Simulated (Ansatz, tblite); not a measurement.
Spin states of SnCl2⁺, each relaxed with PBE0-D4/def2-TZVP in Ansatz. Electronic energies in the gas phase.

In the def2 sets Sn takes a core potential, while STO-3G treats all electrons; there is no spin–orbit coupling. The xTB rows come from tblite. HSE06 is defined as in plane-wave codes, on full-range PBE exchange. Correlated methods freeze 14 core orbitals; core or outer-core shells of Sn are correlated, in sets that lack core-valence functions. The structure comes from a short search, and lower isomers may exist.

Doublet geometry (C2v within 0.1 Å):

```
atom   x (Å)   y (Å)   z (Å)
 Sn1  -0.655  -0.351   0.120
 Cl2   1.275  -1.268   0.893
 Cl3  -0.620   1.619  -1.013
```

Quartet geometry (C2v within 0.1 Å):

```xyz
3

Sn    0.4098    0.8555    0.9087
Cl   -0.3011   -1.4096    0.5135
Cl   -0.1086    0.5542   -1.4221
```

⟨S²⟩: doublet 0.76 at PBE0-D4/def2-TZVP (pure 0.75), quartet 3.76 at PBE0-D4/def2-TZVP (pure 3.75).

Only these spin states were relaxed.

```csv
level,quartet − doublet (kcal/mol),lowest of these
GFN1-xTB,116.4,doublet
HF/def2-TZVP,83.7,doublet
HF/def2-TZVPP,83.7,doublet
PBE-D4/def2-TZVP,89.3,doublet
HSE06-D4/def2-TZVP,91.0,doublet
RPA@PBE/def2-TZVP,86.6,doublet
```

Estimate the rows for GFN2-xTB, HF/STO-3G, PBE0-D4/def2-TZVP, B2PLYP/def2-TZVP, MP2/def2-TZVPP, CCSD/def2-TZVPP.


| level | quartet − doublet (kcal/mol) | lowest of these |
| --- | --- | --- |
| GFN2-xTB | 128.2 | doublet |
| HF/STO-3G | 80.9 | doublet |
| PBE0-D4/def2-TZVP | 91.2 | doublet |
| B2PLYP/def2-TZVP | 94.2 | doublet |
| MP2/def2-TZVPP | 99.8 | doublet |
| CCSD/def2-TZVPP | 94.5 | doublet |

The xTB methods have no term that favours high spin, so they put low spin too low.
